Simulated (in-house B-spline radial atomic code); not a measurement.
A fraction x of an electron is removed from 5p in Sb²⁺, starting from [Kr] 4d10 5s2 5p1 and keeping the highest spin. Method: non-relativistic r2SCAN, spin-polarised, spherical fractional occupations, point nucleus. Calculated with an all-electron radial atomic-structure program (B-spline basis).

```csv
x,E(x) - E(0) (eV),5p up level (eV)
0,0.0000,-20.601
0.15,3.1783,-21.777
0.32,6.9940,-23.113
0.39,8.6312,-23.663
0.5,11.2817,-24.527
0.61,14.0271,-25.389
0.73,17.1299,-26.323
0.83,19.8007,-27.093
1,24.5147,-
```

The exact functional would give a straight line between the two integer points. Deviations E(x) - E(0) - x[E(1) - E(0)], in eV: -0.499 at x = 0.15, -0.851 at x = 0.32, -0.93 at x = 0.39, -0.976 at x = 0.5, -0.927 at x = 0.61, -0.766 at x = 0.73, -0.547 at x = 0.83.

The curve lies below the straight line by up to 0.976 eV (at x = 0.5): convex, the delocalisation error that favours fractional charges.

(1) How well does Slater's transition state (minus the level at half occupation) give the ionisation energy?

## Answers

(1) It gives 24.527 eV against 24.515 eV from the two total energies; NIST lists 25.32 eV, ground level to ground level.
